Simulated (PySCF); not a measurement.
C4H6ClF.

```xyz
12

C      2.5738    -0.3495     1.0138
C      1.4997    -1.1131     0.2335
C      0.3398    -0.2439    -0.1401
F      0.6845     0.8126    -0.8875
C     -0.9326    -0.4324     0.2128
Cl    -2.2008     0.6327    -0.2653
H      2.9385     0.5099     0.4314
H      2.1719     0.0305     1.9661
H      3.4317    -1.0016     1.2367
H      1.9324    -1.5202    -0.6972
H      1.1238    -1.9692     0.8142
H     -1.2294    -1.2845     0.8252
```
Charge 0, spin multiplicity 1.

Geometry: ωB97X-D3(BJ)/def2-SVP. The structure was generated by enumeration; whether it is a known compound was not checked. The values are those of a single conformer.

Method: PBE0/pcSseg-1 in PySCF. Non-relativistic, no solvent.

Computed absolute GIAO shielding of each atom: isotropic value and principal components (ppm):
```
atom  σ(iso)    σ11    σ22    σ33   span
----  ------  -----  -----  -----  -----
C1     170.8  158.6  168.8  185.2   26.6
C2     155.3  143.6  150.5  171.8   28.2
C3      13.1  -88.2   51.4   76.1  164.3
F4     281.0  176.4  247.8  418.8  242.4
C5      77.4    0.9  108.6  122.7  121.8
Cl6    807.7  614.0  841.6  967.5  353.5
H7      29.7   25.0   29.1   35.0   10.0
H8      30.3   26.3   28.6   36.1    9.8
H9      30.2   25.9   27.3   37.3   11.5
H10     29.0   24.6   27.9   34.5    9.9
H11     29.4   25.1   29.3   33.8    8.7
H12     26.0   21.1   26.7   30.3    9.1
```
